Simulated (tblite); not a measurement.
Compound: C4H11PSSi2.
Atom-mapped SMILES: `[CH3:1][C:2]#[C:3][SiH2:4][PH:5][SiH2:6][S:7][CH3:8]` (hydrogens: H9, H10, H11 on C1; H12, H13 on Si4; H14 on P5; H15, H16 on Si6; H17, H18, H19 on C8)

Structure optimised with GFN2-xTB, isolated species.

Question: Give the optimised bond lengths and angles.

Answer: 
```json
{"bond": "C1–C2", "length (Å)": "1.444"}
{"bond": "C2≡C3", "length (Å)": "1.206"}
{"bond": "C3–Si4", "length (Å)": "1.840"}
{"bond": "Si4–P5", "length (Å)": "2.245"}
{"bond": "P5–Si6", "length (Å)": "2.229"}
{"bond": "Si6–S7", "length (Å)": "2.145"}
{"bond": "S7–C8", "length (Å)": "1.820"}
{"bond": "C1–H9, C1–H10, C1–H11", "length (Å)": "1.090"}
{"bond": "Si4–H12, Si4–H13", "length (Å)": "1.467"}
{"bond": "P5–H14", "length (Å)": "1.381"}
{"bond": "Si6–H15, Si6–H16", "length (Å)": "1.460"}
{"bond": "C8–H17, C8–H18, C8–H19", "length (Å)": "1.086"}
```

Bonds in one row agree within 0.01 Å and their mean is given. A selection of angles:
```json
{"angle": "C1–C2–C3", "degrees": "179.6"}
{"angle": "C2–C3–Si4", "degrees": "177.3"}
{"angle": "C3–Si4–P5", "degrees": "105.4"}
{"angle": "Si4–P5–Si6", "degrees": "98.6"}
{"angle": "P5–Si6–S7", "degrees": "110.2"}
{"angle": "Si6–S7–C8", "degrees": "100.4"}
```

Torsions: C3–Si4–P5–Si6 -74° (synclinal); Si4–P5–Si6–S7 -171° (antiperiplanar); P5–Si6–S7–C8 -46° (synclinal). The mirror-image conformer, all signs reversed, is as good.

Of the pairs four or more bonds apart, P5···H19 is among the closest relative to their van der Waals radii: 2.85 Å, 95 % of the sum of Bondi's values. The 2 C–C bonds span 1.206 Å (C2≡C3, drawn triple) to 1.444 Å (C1–C2, drawn single), a spread of 0.238 Å. Si6 (SiH2 silicon) is distorted tetrahedral (angles from 102.4° to 117.1°). Si4 (SiH2 silicon) is distorted tetrahedral (angles from 105.4° to 112.3°). S7 (sulfur bonded to C and Si) is bent (angle 100.4°). P5 (three-coordinate phosphorus) is pyramidal (angles 98.6°, 95.6° and 95.5°, sum 289.7°, 0.93 Å off the plane of its three neighbours).

Point group: C1 (no symmetry element, even within 0.4 Å). Its lowest GFN2-xTB frequency is 17i cm⁻¹, too small to tell a flat minimum from a shallow saddle. One conformer, not necessarily the lowest. 3 starts were optimised and ended at 0.00, 0.34 and 0.68 kcal/mol (GFN2-xTB); the lowest of these is shown.

On an Arm Neoverse N1 with one thread, shared host with 64 logical CPUs at a one-minute load of 57, this took 1.9 s wall. That covers the optimisation of the geometry.

All values are computed, not measured.
